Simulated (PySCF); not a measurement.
## Correlation energy of Xe²⁺ (xenon, charge +2)

[Kr] 4d10 5s2 5p3 6s1, high-spin 5S determinant (an excited configuration). Computed with PySCF 2.14 in aug-cc-pwCVDZ-PP with ECP28MDF, with scalar relativity through the core potential. Frozen: 4s2 4p6 4d10; 6 electrons correlated.

```tsv
level	correlation energy (mhartree)
CCSD	-85.42
(T)	-1.39
CCSD(T)	-86.81
```

Diagnostics: T1 = 0.0076, D1 = 0.0259, largest double amplitude 0.046.

The outer electron is Rydberg-like, and this basis confines it to a smaller radius and binds it less than a complete one would.

Cost of the coupled-cluster step: about 0.8 core-seconds, for 6 correlated electrons.

Iterations:

```
CC2 = 0
CCSD nocc = (np.int64(5), np.int64(1)), nmo = (39, 39)
frozen orbitals [[0, 1, 2, 3, 4, 5, 6, 7, 8], [0, 1, 2, 3, 4, 5, 6, 7, 8]]
max_cycle = 100
direct = 0
conv_tol = 1e-08
conv_tol_normt = 1e-06
diis_space = 8
diis_start_cycle = 0
Init t2, MP2 energy = -0.0726728644466256
Init E_corr(UCCSD) = -0.0726728644712631
cycle = 1  E_corr(UCCSD) = -0.0829946341417856  dE = -0.0103217697  norm(t1,t2) = 0.0346458
cycle = 2  E_corr(UCCSD) = -0.0848283321052349  dE = -0.00183369796  norm(t1,t2) = 0.00940546
cycle = 3  E_corr(UCCSD) = -0.0854405630600728  dE = -0.000612230955  norm(t1,t2) = 0.00308983
cycle = 4  E_corr(UCCSD) = -0.0854172471367648  dE = 2.33159233e-05  norm(t1,t2) = 0.000231516
cycle = 5  E_corr(UCCSD) = -0.0854171845412784  dE = 6.25954864e-08  norm(t1,t2) = 2.60394e-05
cycle = 6  E_corr(UCCSD) = -0.0854170503612359  dE = 1.34180042e-07  norm(t1,t2) = 5.30378e-06
cycle = 7  E_corr(UCCSD) = -0.0854171275337754  dE = -7.71725395e-08  norm(t1,t2) = 8.96021e-07
cycle = 8  E_corr(UCCSD) = -0.0854171205524692  dE = 6.9813062e-09  norm(t1,t2) = 1.1723e-07
UCCSD converged
E(UCCSD) = -326.7004624179013  E_corr = -0.08541712055246922
UCCSD(T) correction = -0.00139061073903835
```
